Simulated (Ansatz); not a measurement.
Reactions of ClGeH₆NO₂Si, SMILES `[OH][GeH2][NH][SiH](O)Cl`.

Computed with Ansatz on PBE0-D4/def2-TZVP structures; ΔE is electronic, products minus reactants. CCSD(T)/CBS is the MP2 limit (def2-TZVPP, def2-QZVPP) plus CCSD(T) − MP2 in def2-TZVPP, frozen cores. This one scheme is used for every species, atoms too. Open shells (•) are unrestricted, without spin–orbit coupling. Spin–orbit coupling would lower the free atoms: a little for Cl, O, Si; clearly for Ge. Bonds to Ge are less sure, by a few kJ/mol each and by 10 to 20 or more in all where they break to atoms, as the def2 sets lack core-valence functions. Scalar relativity is left out up to krypton. One conformer a species, not always the lowest.

Question: Order these by ΔE at CCSD(T)/CBS, lowest first. (Best estimate.)
A. `[OH][GeH2][NH][SiH](O)Cl` → Cl• + Ge• + 6 H• + N• + 2 O• + Si•
B. `[OH][GeH2][NH][SiH](O)Cl` → `[OH][GeH]` + `N[SiH](O)Cl`
C. `[OH][GeH2][NH][SiH](O)Cl` + H₂ → `O[SiH2][NH][GeH2][OH]` + HCl
D. `[OH][GeH2][NH][SiH](O)Cl` + `O[SiH](F)[SiH3]` → `O[Si@H](Cl)[Si@@H](O)F` + `[OH][GeH2][NH][SiH3]`
E. `[OH][GeH2][NH][SiH](O)Cl` + H–F → `[OH][GeH2][NH][SiH](O)F` + HCl
F. `[OH][GeH2][NH][SiH](O)Cl` + `[OH][GeH3]` → `O[SiH](Cl)[O][GeH3]` + `[NH2][GeH2][OH]`
G. `[OH][GeH2][NH][SiH](O)Cl` + `O[SiH](O)O[SiH](O)F` → `[OH][GeH2][O][SiH](O)O` + `O[Si@H](F)N[Si@H](O)Cl`
H. `[OH][GeH2][NH][SiH](O)Cl` + H₂S → `[OH][GeH2][SH]` + `N[SiH](O)Cl`

Answer: E (-0.49 eV), F (-0.41 eV), H (-0.18 eV), G (+0.26 eV), D (+0.46 eV), C (+1.05 eV), B (+1.43 eV), A (+43.48 eV).

Largest T1 diagnostic: 0.016, for `[OH][GeH]`.
